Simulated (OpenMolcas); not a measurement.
# In: from RASSCF to RASPT2

```json
{"Program": "OpenMolcas 26.06", "Basis": "ANO-RCC-VTZP [7s6p4d2f1g]", "Scalar Hamiltonian": "DKH2, point nucleus", "Active space": "3 electrons in 9 orbitals (RAS2 5s 5p; RAS3 5d, at most 2 electrons)", "State averaging": "2S+1 = 4 odd, 1 root (0 in the spin-orbit step); 2S+1 = 2 odd, 3 roots; 2S+1 = 4 even, 3 roots; 2S+1 = 2 even, 5 roots", "Spin-orbit coupling": "RASSI with atomic mean-field integrals over the reference wave functions, term energies averaged over their components"}
```

Methods on the same reference wave functions:
A. RASSCF
B. SS-RASPT2, IPEA 0.25 Eh, imaginary shift 0.1 Eh (closed shells correlated: 4d)
C. XMS-RASPT2, IPEA 0.25 Eh, imaginary shift 0.1 Eh (closed shells correlated: 4d)

Energies in eV above 5s² 5p ²P°_1/2, the measured ground level; measured values from NIST Handbook of Basic Atomic Spectroscopic Data.

| Level | A | B | C | Measured |
| --- | --- | --- | --- | --- |
| 5s² 5p ²P°_1/2 | 0.0000 | 0.0000 | 0.0000 | 0.0000 |
| 5s² 5p ²P°_3/2 | 0.2661 | 0.266 | 0.266 | 0.2743 |
| 5s 5p² ⁴P_1/2 | 3.5966 | 4.301 | 4.301 | 4.3367 |
| 5s 5p² ⁴P_3/2 | 3.6874 | 4.391 | 4.392 | 4.4660 |
| 5s 5p² ⁴P_5/2 | 3.8335 | 4.536 | 4.536 | 4.6434 |

Deviations, from unrounded energies. A percentage is the sum of absolute deviations over the sum of measured energies, with the sign that they share, or ± where signs differ.

```csv
Against measurement,Levels,A,B,C
mean absolute deviation (cm-1),4,4700,460,450
fine structure of the ground term (%),1,-3.0,-3.0,-3.0
other configurations (%),3,-17.3,-1.6,-1.6
```

B, C lie about equally close to measurement and A furthest from it. The largest miss of C in the table is 5s 5p² ⁴P_5/2, by -860 cm-1. The ranking rests on the paired levels alone, and a cruder setting can come out closer through cancelling errors.

Between B and C no level of the table moves by more than 5 cm-1.

The two smallest mean deviations differ by little beside CASPT2's spread within terms, so their order carries little weight.

The lowest spin-free term lies below A's lowest term by 0.430 hartree in B, 0.431 hartree in C.

CASPT2 breaks the degeneracy within a term, and the mean is taken; among the terms shown or strongly mixed into the levels shown the widest spread is 33 cm-1 (5s² 5p ²P°, C). Some high roots are left out of the spin-orbit mixing, which shifts the levels that they would mix with. Active for correlation alone: 5d; no level in the range computed is led by a configuration that fills it, so any true level of that kind is missing. Without dynamic correlation excited terms often stand tens of per cent too high (terms of higher spin than the ground term too low), and those without a measured partner can miss by more than the paired ones (holds for A). Computed and measured levels are paired by configuration, term and J; levels that our copy of the source lacks, or whose pairing is in doubt (as where it misses far off the trend of its configuration), stay unpaired and out of the deviations. Levels of configurations outside the active space are missing. The table leaves out levels that lie high or whose names do not pair safely across all columns.

° marks odd parity.
